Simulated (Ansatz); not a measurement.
`CNBBr` + `[SH][AlH][SH]` → `[CH3][Al]([SH])[SH]` + `NBBr`  (formal exchange of groups at a C–N bond)

Computed with Ansatz on PBE0-D4/def2-TZVP structures; ΔE is electronic, products minus reactants. CCSD(T)/CBS is the MP2 limit (def2-TZVPP, def2-QZVPP) plus CCSD(T) − MP2 in def2-TZVPP, frozen cores. This one scheme is used for every species. DFT in def2-TZVPP. B3LYP here is the variant with VWN-RPA as its local correlation; programs differ in this. For Br outer-core shells are correlated without core-valence functions, which leaves a few kJ/mol of doubt a bond. Scalar relativity is left out up to krypton. One conformer a species, not always the lowest.

`CNBBr`:

Z-matrix (Å, degrees):
```
C
N 1 1.446
H 1 1.094 2 111.3
H 1 1.094 2 111.3 3 -121.0
H 1 1.090 2 109.2 3 119.5
B 2 1.378 1 125.8 3 -119.6
H 2 1.009 1 114.9 3 60.4
Br 6 1.934 2 119.5 1 -180.0
H 6 1.191 2 122.0 1 -0.0
```

`[SH][AlH][SH]`:

Cartesian coordinates in Å:
```
S 0.858 0.915 -1.696
Al 0.026 -0.130 0.024
S -1.256 1.047 1.333
H 1.508 -0.183 -2.118
H 0.335 -1.650 0.306
H -1.472 0.002 2.151
```

`[CH3][Al]([SH])[SH]`:

```xyz
9

C     0.067   -0.347   -1.184
Al   -0.040    0.188    0.681
S     0.678    2.128    1.386
S    -0.884   -1.066    2.258
H     1.093   -0.267   -1.553
H    -0.552    0.306   -1.807
H    -0.269   -1.375   -1.339
H     1.071    2.500    0.155
H    -1.163   -2.066    1.404
```

`NBBr`:

```xyz
6

N    -0.376   -0.656   -0.193
B     0.435    0.436    0.039
Br   -0.199    1.874    1.160
H    -0.083   -1.426   -0.770
H    -1.300   -0.752    0.195
H     1.524    0.524   -0.432
```

| level | ΔE (kcal/mol) | difference from CCSD(T)/CBS |
| --- | --- | --- |
| PBE-D4 | -18.2 | 0.3 |
| r2SCAN-D4 | -19.3 | -0.8 |
| B3LYP-D4 | -18.0 | 0.5 |
| ωB97X-V | -17.4 | 1.1 |
| ωB97M-V | -18.8 | -0.3 |
| B2PLYP | -18.1 | 0.4 |
| r2SCAN | -19.2 | -0.7 |
| MP2/def2-TZVPP | -19.1 | -0.6 |
| SCS-MP2/def2-TZVPP | -17.6 | 0.9 |
| CCSD/def2-TZVPP | -17.7 | 0.8 |
| CCSD(T)/def2-TZVPP | -17.9 | 0.6 |
| HF/def2-QZVPP | -16.0 | 2.5 |
| MP2/def2-QZVPP | -19.4 | -0.9 |
| SCS-MP2/def2-QZVPP | -18.0 | 0.5 |
| HF/CBS(def2) | -16.0 | 2.5 |
| CCSD/CBS(def2) | -18.3 | 0.2 |
| CCSD(T)/CBS | -18.5 | 0 |

Largest T1 diagnostic among the species: 0.011.

In def2-TZVPP, CCSD(T) changes the Hartree–Fock value by −1.9 kcal/mol (the triples alone add −0.2 kcal/mol) and MP2 by −3.1 kcal/mol.
